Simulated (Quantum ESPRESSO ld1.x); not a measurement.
Problem. All-electron atom: Tc4+ in [Kr] 4d3 (the NIST ground configuration). Calculated with ld1.x of Quantum ESPRESSO 7.5: Dirac Kohn-Sham, PBEsol, spin-unpolarised, spherical densities, point nucleus; open shells fill j = l - 1/2 first.

Spin-orbit splittings of the eigenvalues, e(l+1/2) - e(l-1/2), with zeta = 2 splitting/(2l+1) and mean radii in bohr:

| shell | occ. | splitting (eV) | zeta (eV) | <r> j=l-1/2 | <r> j=l+1/2 |
|---|---|---|---|---|---|
| 2p | 6 | 118.1 | 78.76 | 0.1271 | 0.1318 |
| 3p | 6 | 19.78 | 13.19 | 0.4091 | 0.4197 |
| 3d | 10 | 3.806 | 1.522 | 0.3968 | 0.4003 |
| 4p | 6 | ? | ? | 1.124 | 1.150 |
| 4d | 3 | 0.3893 | 0.1557 | 1.433 | 1.443 |
| 5p | 0 | 0.5797 | 0.3865 | 2.733 | 2.781 |

Estimate the 4p splitting.

Solution. 3.116 eV (zeta = 2.077 eV).
